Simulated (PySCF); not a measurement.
# Structure elucidation problem

The spectra below were simulated for a compound C4H9FN2Si2.

$^{1}$H NMR (400 MHz, computed): δ 7.69 (m, 1H), 5.30 (s, 3H), 4.85 (q, 2H), 0.40 (t, 3H).

$^{13}$C{$^{1}$H} NMR (computed): δ 170.9 (C), 134.8 (CH), 130.7 (C), -4.3 (CH3).

Level of theory: GFN2-xTB structure, shielding tensors at PBE0/pcSseg-1 (GIAO), in PySCF 2.14 (single conformer, non-relativistic, no solvent model, fast rotation and ring inversion assumed for equivalent nuclei).

References, each an isolated molecule treated in the same way: $^{1}$H and $^{13}$C vs TMS.

Task: What is the structure?

Result: 
1. The formula gives 3 degrees of unsaturation (1 ring in the answer).
2. 4 carbon signals for 4 carbons: no two carbons are equivalent.
3. Carbon types of the structure: 2 × C, 1 × CH, 1 × CH3, leaving 5 H on heteroatoms.
4. δC 170.9: aromatic carbon bearing fluorine; σ withdrawal by the attached heteroatom moves it downfield of the ring CH carbons.
5. δC 134.8: aromatic CH next to a ring nitrogen.
6. δC 130.7: substituted aromatic carbon next to a ring nitrogen.
7. δC -4.3: methyl carbon bonded to Si; an electropositive neighbour leaves it electron-rich and shielded.
8. δH 7.69: hydrogen on an aromatic CH next to a ring nitrogen; ring-current deshielding.
9. δH 5.30: hydrogen on a silicon bonded to N.
10. δH 0.40: hydrogen on a methyl carbon bonded to Si; an electropositive neighbour shields it, as in TMS itself.

Structure: SMILES C[SiH2]c1c(F)cnn1[SiH3].

The shifts were computed for this structure.

Splittings by $^{19}$F in the carbon and heteronuclear signals aren't shown, as no couplings were computed. Shifts are as computed. Against solution values, carbons near 30 ppm lie about +3 ppm off and those near 130 ppm about +5 ppm. Of 1309 compounds with measured shifts, 239 miss one by over three times the rms of a fit or turn the order of signals round; such compounds aren't used in these exercises. No couplings were computed; multiplicities are counted from neighbouring protons, with m where these are inequivalent, close in shift, in a saturated or five-membered ring or joined by F or P, and br s for small geminal =CH2 splittings.
